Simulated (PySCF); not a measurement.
**Electron correlation in Al²⁺ (aluminium, charge +2)**

[Ne] 3s1, 2S determinant. Calculation: PySCF 2.14, in aug-cc-pwCVDZ (6s5p3d, 36 functions); the non-relativistic Hamiltonian (point nucleus). Frozen: 1s2; 9 electrons correlated.

```tsv
level	correlation energy (mhartree)
CCSD	-125.72
(T)	-1.04
CCSD(T)	-126.76
```

Diagnostics: T1 = 0.0036, D1 = 0.0063, largest double amplitude 0.017.

Cost of the coupled-cluster step: roughly 0.8 core-seconds, for 9 correlated electrons.
